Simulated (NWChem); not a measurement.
Species: CH$_{5}$In; SMILES [CH3][InH2]

Results from NWChem. The geometry was optimised at PBE0/def2-SVP. Not confirmed as a minimum by frequencies. def2 effective core potentials on In; no spin-orbit coupling. Ions are spin-unrestricted doublets at the neutral geometry; other ion states weren't tried.

For level CAM-B3LYP/def2-SVP:

| Property | Value |
|---|---|
| −ε(HOMO) (eV) | 8.83 |

Q: What are these values for level PBE/def2-SVP?

A: −ε(HOMO) (eV): 6.36
